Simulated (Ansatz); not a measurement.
Start from `NC[CH2][ZnH]` and change one atom or group to get `CC[CH2][ZnH]`.

Ansatz, PBE0-D4/def2-TZVP geometries, multiplicity 1. Each molecule was computed in one conformer, which needn't be the lowest.

Scalar relativity is left out up to krypton.

| property | `NC[CH2][ZnH]` |
| --- | --- |
| size of the dipole moment (B3LYP/def2-TZVPP) / D | 2.75 |
| LUMO energy (PBE0/def2-TZVPP) / eV | 0.01 |
| HOMO energy (B3LYP/def2-TZVPP) / eV | -6.49 |
| HOMO–LUMO gap (PBE/def2-TZVPP) / eV | 4.86 |
| LUMO energy (ωB97M-V/def2-TZVPP) / eV | 1.28 |
| LUMO energy (PBE/def2-TZVPP) / eV | -0.71 |

(1) What does the change do to each property? (An estimate is asked.)

Answers

(1) The calculation gave: 
| property | `CC[CH2][ZnH]` | shift |
| --- | --- | --- |
| size of the dipole moment (B3LYP/def2-TZVPP) / D | 0.76 | -1.99 |
| LUMO energy (PBE0/def2-TZVPP) / eV | -0.37 | -0.38 |
| HOMO energy (B3LYP/def2-TZVPP) / eV | -6.85 | -0.36 |
| HOMO–LUMO gap (PBE/def2-TZVPP) / eV | 4.81 | -0.05 |
| LUMO energy (ωB97M-V/def2-TZVPP) / eV | 0.94 | -0.34 |
| LUMO energy (PBE/def2-TZVPP) / eV | -1.10 | -0.39 |

Dipoles are sizes alone; their direction can turn.

B3LYP here is the variant with VWN-RPA as its local correlation; programs differ in this.
